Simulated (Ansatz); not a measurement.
`CCCCCCCC[Si](O)(O)O` with charge -1. Total charge -1; doublet. Geometry PBE-D4/def2-SVP, that of the neutral singlet.

```xyz
32

C    -1.534    1.590    4.635
C    -0.844    1.180    3.334
C    -1.222    2.067    2.142
C    -0.503    1.728    0.829
C    -0.845    0.355    0.240
C    -0.153    0.075   -1.096
C    -0.497   -1.296   -1.689
C     0.232   -1.602   -3.011
Si    2.076   -1.910   -2.865
O     2.780   -2.093   -4.383
O     2.215   -3.256   -1.880
O     2.982   -0.691   -2.150
H    -1.244    0.935    5.481
H    -2.640    1.539    4.538
H    -1.279    2.633    4.917
H     0.261    1.208    3.470
H    -1.088    0.119    3.106
H    -2.324    2.014    1.982
H    -1.011    3.127    2.407
H     0.598    1.793    0.985
H    -0.744    2.510    0.074
H    -0.571   -0.446    0.961
H    -1.949    0.277    0.111
H    -0.429    0.868   -1.829
H     0.949    0.158   -0.971
H    -0.253   -2.090   -0.949
H    -1.597   -1.356   -1.847
H     0.068   -0.782   -3.745
H    -0.200   -2.515   -3.481
H     2.296   -2.683   -4.986
H     3.116   -3.403   -1.542
H     3.353   -0.054   -2.785
```

At PBE-D4/def2-SVP, revPBE-D4/def2-SVP, PBE0-D4/def2-SVP the highest occupied level of the charge -1 doublet lies above zero (up to 3.78 eV). By energy differences it is unbound by 2.45 eV (vertical, against the charge 0 singlet, at PBE0-D4/def2-SVP) and held by the finite basis. At PBE-D4/def2-SVP, revPBE-D4/def2-SVP the gap within one spin of the charge -1 doublet nearly closes, so an electron or hole may be smeared out by delocalisation error.

(1) Estimate the α-spin orbital energies around the gap (eV) in Ansatz with PBE-D4/def2-SVP, revPBE-D4/def2-SVP, PBE0-D4/def2-SVP.

Answers

(1) 
| orbital | PBE-D4/def2-SVP | revPBE-D4/def2-SVP | PBE0-D4/def2-SVP |
| --- | --- | --- | --- |
| HOMO−5 | -3.97 | -3.93 | -5.39 |
| HOMO−4 | -3.65 | -3.59 | -5.20 |
| HOMO−3 | -3.18 | -3.11 | -4.76 |
| HOMO−2 | -2.70 | -2.63 | -4.26 |
| HOMO−1 | -2.59 | -2.53 | -3.92 |
| HOMO | 3.65 | 3.78 | 3.72 |
| LUMO | 3.65 | 3.77 | 4.15 |
| LUMO+1 | 4.11 | 4.23 | 4.85 |
| LUMO+2 | 4.29 | 4.40 | 5.05 |
| LUMO+3 | 4.40 | 4.51 | 5.14 |
| LUMO+4 | 4.55 | 4.67 | 5.42 |
| LUMO+5 | 4.71 | 4.82 | 5.65 |
| β HOMO | -2.54 | -2.48 | -3.86 |
| β LUMO | 3.76 | 3.86 | 4.37 |
